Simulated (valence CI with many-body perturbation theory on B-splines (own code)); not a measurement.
# Pb³³⁺: magnetic and hyperfine properties of the levels

Computed by relativistic CI+MBPT: three valence electrons over a frozen Dirac-Fock core [Kr] 4d10, radial functions for each j: 7 s, 7 p, 7 d, 7 f, 4 g, 2 h, with the one-electron correlation potential Σ1, the two-electron term Σ2, the three-electron term Σ3, Breit, model QED; selected CI, second order for the rest, scaled by the run's own slope (own B-spline code, finite nucleus).

The last digits are not significant, and no measured levels were compared; by estimate large intervals hold to a few tenths of a per cent, small ones and those within an open d or f shell to about a per cent. Excitations out of the core, of the other parity, are not computed and may begin above about 198 eV (a cautious bound); beyond it only levels of the ground parity were kept, without lifetimes.

A/g_I is the dipole constant over the nuclear g factor μ/I (μ in nuclear magnetons, uniformly magnetised nucleus), B/Q the quadrupole constant per barn. Both hold the static response of the core; the bare values leave it out. Large factors of s and p1/2 electrons are usually good to 5 to 10 %; those of open d and f shells near neutrality can be off by tens of per cent, and small factors of p3/2, d and f electrons come from cancelling terms and can be off by a factor of two or in sign, in half-filled shells by more. B is blank for J = 1/2, where it vanishes, and for nearly pure S terms. Energies count from the lowest level.

Levels are named by their leading jj configuration (3d3/2^4 stands for four electrons in 3d with j = 3/2), which in mixed levels can hold well under half, so a name can repeat and another be missing. Letters in brackets count levels of one name in rising energy.

```csv
Level,E (cm⁻¹),g,A/g_I (MHz),A/g_I bare,B/Q (MHz/b),B/Q bare
(4f5/2^3) J=9/2,0,0.780,7320,7060,1670,1530
(4f5/2^3) J=3/2,45071,0.716,7700,7300,-883,-804
(4f5/2^2 4f7/2) J=11/2 [a],45748,0.972,5390,5450,2680,2410
(4f5/2^3) J=5/2,69620,0.798,6930,6680,1940,1770
(4f5/2^2 4f7/2) J=9/2,73300,1.006,5360,5530,-2790,-2550
(4f5/2^2 4f7/2) J=13/2,76768,1.063,4720,4970,5110,4590
(4f5/2^2 4f7/2) J=5/2 [a],87709,0.909,5660,5580,-5430,-4940
(4f5/2^2 4f7/2) J=3/2 [a],88670,1.425,1380,2280,-2050,-1910
(4f5/2^2 4f7/2) J=7/2 [a],89870,1.024,5080,5260,-5580,-5090
(4f5/2^2 4f7/2) J=15/2,99241,1.109,4490,4850,8500,7630
(4f5/2^2 4f7/2) J=7/2 [b],106150,1.055,4370,4560,3180,2870
(4f5/2^2 4f7/2) J=11/2 [b],121660,1.092,4300,4590,2100,1810
(4f5/2 4f7/2^2) J=13/2 [a],121780,0.982,4960,5010,8430,7650
(4f5/2 4f7/2^2) J=9/2 [a],124040,1.162,3620,4030,1280,1110
(4f5/2^2 4f7/2) J=1/2,124500,0.319,14800,14000,,
(4f5/2^2 4f7/2) J=3/2 [b],124780,1.105,4500,4840,1300,1220
(4f5/2^2 4f7/2) J=5/2 [b],128450,1.160,4140,4600,4260,3900
(4f5/2 4f7/2^2) J=9/2 [b],140090,1.085,4450,4740,-1770,-1600
(4f5/2 4f7/2^2) J=7/2 [a],141810,1.036,4330,4460,-5310,-4820
(4f5/2 4f7/2^2) J=15/2,142270,1.048,4520,4710,11900,10700
(4f5/2 4f7/2^2) J=11/2 [a],148700,1.045,4400,4570,3490,3120
(4f5/2 4f7/2^2) J=3/2 [a],153150,1.189,2340,2690,-528,-456
(4f5/2 4f7/2^2) J=5/2 [a],163180,1.186,3100,3520,-5410,-4920
(4f5/2 4f7/2^2) J=11/2 [b],171790,1.126,3970,4310,1370,1210
(4f5/2 4f7/2^2) J=9/2 [c],171940,1.030,4390,4520,4100,3730
(4f5/2 4f7/2^2) J=1/2,175890,0.336,12700,11700,,
(4f5/2 4f7/2^2) J=7/2 [b],179690,1.374,1670,2460,8960,8080
(4f5/2 4f7/2^2) J=13/2 [b],182560,1.061,4550,4780,6690,6090
(4f5/2 4f7/2^2) J=3/2 [b],186830,1.019,4960,5110,4500,4060
(4f5/2 4f7/2^2) J=17/2,187800,1.055,4490,4700,18300,16600
(4f7/2^3) J=15/2,196540,1.039,4080,4200,11500,10400
(4f5/2 4f7/2^2) J=5/2 [b],199230,1.016,5470,5670,-166,-128
(4f7/2^3) J=9/2,200220,1.101,3640,3890,-2800,-2530
(4f7/2^3) J=3/2,225450,1.056,3880,4020,-5570,-5030
(4f7/2^3) J=11/2,228020,1.088,3810,4040,2380,2170
(4f5/2 4f7/2^2) J=7/2 [c],233100,1.134,4130,4530,4100,3720
(4f5/2 4f7/2^2) J=7/2 [d],238440,0.951,4340,4250,11600,10500
(4f5/2 4f7/2^2) J=9/2 [d],239710,1.080,4450,4720,4300,3940
(4f7/2^3) J=5/2,247510,1.125,3990,4340,8180,7380
(4f7/2^3) J=7/2,324120,1.112,3720,4010,7810,7090
```

Problem. Take the isotope of mass number 207, with I = 1/2, μ = 0.5906 μN. What is the hyperfine structure of (4f5/2^2 4f7/2) J=9/2?

Solution. From the table A = 6340 MHz. Shifts from the centre of gravity in MHz: F = 4: -17400, F = 5: 14300.
